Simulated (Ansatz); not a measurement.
Species: C₅H₄F, charge 0, multiplicity 2. It need not be the lowest isomer of its formula. SMILES: FC1=C[C]=CC1
Geometry from a B3LYP-D3(BJ)/def2-TZVP (Ansatz, a quantum-chemistry and plane-wave program) optimisation:
```xyz
10

F      1.0313     1.7048    -0.1292
C      0.4259     0.5153    -0.0405
C      1.0164    -0.6856     0.0337
C     -0.0901    -1.6279     0.1120
C     -1.2982    -1.0774     0.0899
C     -1.0681     0.4242    -0.0153
H      2.0705    -0.9070     0.0354
H     -2.2702    -1.5404     0.1338
H     -1.4874     0.9663     0.8383
H     -1.5099     0.8463    -0.9235
```
Charge 0, spin multiplicity 2.

Parts of the frozen-core correlation energy in 6-31G* (Ansatz, hartree). Frozen orbitals: 6; correlated occupied orbitals by spin: 16 and 15; virtual: 76 and 77. Open shells are spin-unrestricted. No spin-orbit coupling. Non-relativistic.

| term | value |
|---|---|
| reference (HF) | -290.99595 |
| MP2 opposite-spin | -0.54107 |
| MP2 same-spin | -0.20003 |
| CCSD correlation | -0.80270 |
| (T) | -0.03099 |
| T1 diagnostic | 0.044 |
| largest doubles amplitude | 0.096 |
| <S^2> of the reference | 1.260 |
